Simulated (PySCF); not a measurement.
One of the candidates below gave these computed data.

All candidates are C8H10N2.

| technique | computed result |
| --- | --- |
| Dipole | 0.00 D by symmetry (numerical residue 0.01 D) [PBE0/pcSseg-1] |
| Rotational structure | rotational constants A, B, C: 2.853, 0.954, 0.909 GHz [GFN2-xTB] |
| 13C NMR | chemical shifts (computed TMS as zero) by class: 126.2 (2 C), 28.6 (4 C), 26.9 (2 C) ppm [GIAO PBE0/pcSseg-1] |
| NMR, other nuclei | isotropic shieldings of nuclei other than C and H, by class: -35 (2 N) ppm [GIAO PBE0/pcSseg-1] |
| 1H NMR | chemical shifts (computed TMS as zero) by class: 2.82 (2 H), 2.17 (4 H), 1.86 (4 H) ppm [GIAO PBE0/pcSseg-1] |

Electronic properties: PySCF, gas phase, density fitting. Levels stand in brackets. Isolated species at its GFN2-xTB geometry (one conformer only). NMR classes are plain means over equivalent atoms (diastereotopic ones count apart unless rotation or inversion swaps them), as if these changed places fast.

Question: Which candidate is it?
A. `N#C[C@H]1CC[C@H](C#N)CC1`
B. `[H]/N=C/C=N\[C@H]1C=CC=CC1`
C. `C#CCN1CCC(C=C)=N1`

Answer: A. It is `N#C[C@H]1CC[C@H](C#N)CC1`. Numbering: `[N:1]#[C:2][C@H:3]1[CH2:4][CH2:5][C@H:6]([C:7]#[N:8])[CH2:9][CH2:10]1`. Its formula, C8H10N2, gives 5 degrees of unsaturation: 1 ring and 4 π bonds in the structure found. 8 carbons fall into 3 classes; from least to most shielded: nitrile carbon [C2/C7] (126.2 ppm, 2 C), ring CH2 carbon [C4/C5/C9/C10] (28.6 ppm, 4 C), sp3 carbon next to a nitrile [C3/C6] (26.9 ppm, 2 C). Hydrogen classes from least to most shielded: 2 H on 2 like atoms (sp3 carbon next to a nitrile), C3/C6 (2.82 ppm), 4 H on 4 ring CH2 carbons, C4/C5/C9/C10 (2.17 ppm), 4 H on 4 ring CH2 carbons, C4/C5/C9/C10 (1.86 ppm). The other shieldings belong to: -35 ppm, nitrile nitrogen [N1/N8]. The vanishing dipole is forced by symmetry. The optimised geometry has point group C2h and is an asymmetric top.

The others, at the same levels:
- `[H]/N=C/C=N\[C@H]1C=CC=CC1` fails: it has 8 carbon classes against 3; its computed 13C shifts are 164.2 (1 C), 159.0 (1 C), 143.9 (1 C), 133.5 (1 C), 131.3 (1 C), 128.8 (1 C), 65.0 (1 C), 31.5 (1 C) ppm, 1H shifts are 12.65 (1 H), 8.58 (1 H), 8.27 (1 H), 6.37 (1 H), 6.18 (1 H), 6.18 (1 H), 5.99 (1 H), 5.92 (1 H), 2.62 (1 H), 2.42 (1 H) ppm and smallest rotational constant is 0.776 GHz (against 0.909 GHz).
- `C#CCN1CCC(C=C)=N1` fails: it has 8 carbon classes against 3; its computed 13C shifts are 146.5 (1 C), 139.5 (1 C), 117.6 (1 C), 84.5 (1 C), 79.2 (1 C), 52.4 (1 C), 45.0 (1 C), 33.4 (1 C) ppm, 1H shifts are 6.97 (1 H), 5.38 (1 H), 5.12 (1 H), 4.21 (2 H), 3.57 (2 H), 2.96 (2 H), 1.70 (1 H) ppm and rotational constant A is 4.750 GHz (against 2.853 GHz).

Each candidate is one conformer, not necessarily the lowest. The conformers computed, where there is a choice (atom-mapped SMILES and torsion angles):
- `[H]/[N:1]=[CH:2]/[CH:3]=[N:4]\[C@H:5]1[CH:6]=[CH:7][CH:8]=[CH:9][CH2:10]1`: N1–C2–C3–N4 21°, C3–N4–C5–C6 152°

The conformers of `N#C[C@H]1CC[C@H](C#N)CC1` and `C#CCN1CCC(C=C)=N1` aren't listed.
